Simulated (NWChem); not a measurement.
C$_{2}$H$_{4}$BFO$_{2}$; SMILES O(C=O)B(F)C

```xyz
10

C     -1.5489     0.6863     0.0000
B     -0.0019     0.8477     0.0000
F      0.5712     2.0412     0.0000
O      0.9336    -0.1792     0.0000
C      0.6770    -1.4998     0.0000
O     -0.3997    -2.0116     0.0000
H     -1.8743     0.0996    -0.8734
H     -2.0583     1.6594     0.0000
H     -1.8743     0.0996     0.8734
H      1.6353    -2.0599     0.0000
```
Atoms are numbered in this order, from 1.

All runs: NWChem. Medium grid unless said otherwise, to which SCAN and Minnesota functionals are sensitive. Coordinates come from a PBE0/def2-SVP optimisation. Hybrids' shares of exact exchange are those that their runs print; pure functionals count as 0. The functionals differ in more than this share.

```csv
row,share of exact exchange,orbital gap (eV)
PBE/def2-TZVP,0.00,4.93
BLYP/def2-TZVP,0.00,4.97
B3LYP/def2-TZVP,0.20,7.24
PW6B95/def2-TZVP,0.28,7.99
M06-2X/def2-TZVP,0.54,10.58
Hartree-Fock/def2-TZVP,1.00,withheld
```

Q: Fit a straight line of the last column on the one before it, predict the withheld value, and compare with the run.

A: 
1. Means of the 5 shown rows: x = 0.204, y = 7.142. Slope Σ(x − x̄)(y − ȳ)/Σ(x − x̄)² = 2.114/0.2019 = 10.47; intercept 5.006.
2. The shown rows scatter about the line by 0.085 (root mean square); the largest residual is +0.14, at B3LYP/def2-TZVP.
3. At x = 1.00 (Hartree-Fock/def2-TZVP; beyond the shown range) the line gives 15.48.
4. The run gives 16.17, +0.69 from the line, 8.2 times the scatter.
